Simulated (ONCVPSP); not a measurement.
**P: one change to an ONCV potential, before and after**

* Element: P (Z = 15)
* Generator: ONCVPSP 4.0.1
* Type: optimised norm-conserving Vanderbilt (ONCV)
* Functional: LDA (Perdew-Zunger)
* Relativity: scalar-relativistic
* Frozen core: [He]
* Valence charge: 13
* Reference configuration: 2s2 2p6 3s2 3p3
* Partial waves: 2s+3s: rc 0.75 bohr, ncon 5, nbas 8, qcut 18.8 1/bohr, 2 projectors; 2p+3p: rc 0.95 bohr, ncon 3, nbas 6, qcut 17.7 1/bohr, 2 projectors; d scattering state at 0.02 Ha: rc 0.85 bohr, ncon 3, nbas 8, qcut 12.8 1/bohr, 1 projector
* Local potential: polynomial inside 0.70 bohr (lpopt 5, dvloc0 -1 Ha)
* Core correction: none

Change: core [Ne], valence charge 5; reference 3s1 3p4; waves now 3s: rc 1.35 bohr, ncon 5, nbas 10, qcut 4.2 1/bohr, 2 projectors, debl 1.8 Ha; 3p: rc 1.25 bohr, ncon 4, nbas 7, qcut 6 1/bohr, 1 projector; d scattering state at 0.02 Ha: rc 1.35 bohr, ncon 4, nbas 8, qcut 7 1/bohr, 2 projectors, debl 1.3 Ha; local potential polynomial inside 1.05 bohr (lpopt 5, dvloc0 3 Ha).

Cutoffs: the cutoffs (Ha) at which the residual kinetic energy of the hardest occupied pseudo-wave falls to 1 and 0.1 mHa per electron; they do not see the model core or the augmentation charge, which bear on the density cutoff. Errors are all-electron minus pseudo energies relative to the spin-unpolarised reference configuration.

**Question.** What does the change do?

**Answer.** The potential gets softer (123 Ha and 146 Ha → 68 Ha and 111 Ha); neither file shows a bound ghost. The shells moved into the core no longer need plane waves of their own. Several settings change at once here, so the effects cannot be laid on one of them.

| quantity | base | changed |
| --- | --- | --- |
| cutoff, loose | 123 Ha | 68 Ha |
| cutoff, tight | 146 Ha | 111 Ha |
| loose cutoff by channel | s 123 Ha, p 98 Ha | s 15 Ha, p 68 Ha |
| bound ghosts | none | none |
| GHOST(+) flags under 300 eV | none | s at 118.5 eV |
| largest error over its own tests, meV | +9.2 | +20 |
